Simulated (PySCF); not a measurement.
C₄H₆F₂Se.
Atom-mapped SMILES: `[F:1][CH:2]([F:3])[C@@H:4]1[CH2:5][CH2:6][Se:7]1` (hydrogens: H8 on C2; H9 on C4; H10, H11 on C5; H12, H13 on C6)

Computed, not measured: core-valence-separated Tamm–Dancoff BHandHLYP/aug-pcX-1 (pcseg-1 on H, def2-SVPD on Se) in PySCF, non-relativistic, gas phase, PBE0-D3(BJ)/def2-SVP geometry.

Computed fluorine K-edge spectrum, Gaussian lines of 0.4 eV full width, highest printed point 100; it ends one width below the last computed root. The energies are unshifted.

photon energy (eV), absorption and a bar:
```
    685.5          1 
    685.6          6 ##
    685.7         21 ######
    685.8         48 ##############
    685.9         77 #######################
    686.0         90 ###########################
    686.1         83 #########################
    686.2         75 ######################
    686.3         83 #########################
    686.4         98 #############################
    686.5        100 ##############################
    686.6         83 #########################
    686.7         55 ################
    686.8         31 #########
    686.9         19 #####
    687.0         23 ######
    687.1         41 ############
    687.2         64 ###################
    687.3         75 ######################
    687.4         73 ######################
    687.5         69 #####################
    687.6         74 ######################
    687.7         84 #########################
    687.8         89 ###########################
    687.9         79 ########################
```

**Question.** Assign the maxima to core holes.

**Answer.** 4 maxima:
- 686.0 eV: F1 (fluorine of a CF2 group), 685.99 eV, f = 0.020, 96 % of the height at the exact maximum
- 686.5 eV: F3 (fluorine of a CF2 group), 686.42 eV, f = 0.019, 78 % of the height at the exact maximum; F3 (fluorine of a CF2 group), 686.64 eV, f = 0.008, 20 % of the height at the exact maximum
- 687.3 eV: F1 (fluorine of a CF2 group), 687.27 eV, f = 0.014, 78 % of the height at the exact maximum
- 687.8 eV: F3 (fluorine of a CF2 group), 687.84 eV, f = 0.012, 55 % of the height at the exact maximum; F1 (fluorine of a CF2 group), 687.64 eV, f = 0.006, 22 % of the height at the exact maximum

Further lines of some strength in the range: F3, 687.54 eV, f = 0.003; F1, 687.86 eV, f = 0.002.

Roots within 0.03 eV on the same or equivalent atoms count as one line; shares under 12 % aren't listed.

Vibrational structure and lifetime widths aren't in the curve. The ionisation threshold wasn't computed; near and above it a finite basis only mimics Rydberg series and continuum. Relativistic effects, spin–orbit coupling among them, are left out although an element past zinc is present.

Conformer computed: `[F:1][CH:2]([F:3])[C@@H:4]1[CH2:5][CH2:6][Se:7]1`: F1–C2–C4–C5 -69°.

One conformer stands for the species.
